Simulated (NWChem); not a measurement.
BeGeH₃I; SMILES [Be]([GeH3])[I]

Results from NWChem. All runs use the structure optimised with PBE0/def2-SVP. def2 effective core potentials on I; no spin-orbit coupling. Total energies compare along this basis series because the functional is fixed.

```
level                    basis functions  energy (Ha)  highest occupied level (eV)  orbital gap (eV)  dipole (D)  relative time
-----------------------  ---------------  -----------  ---------------------------  ----------------  ----------  -------------
Hartree-Fock/def2-SVP                 82   -2388.1805                       -10.56             11.93        0.00              1
Hartree-Fock/def2-SVPD               109   -2388.1830                       -10.57             11.72        0.03              1
Hartree-Fock/def2-TZVP               135   -2388.4714                       -10.57             12.02        0.00              4
Hartree-Fock/def2-TZVPP              159   -2388.4719                       -10.57             12.02        0.02              4
```

The last column is a rough cost ratio, cheapest run = 1.
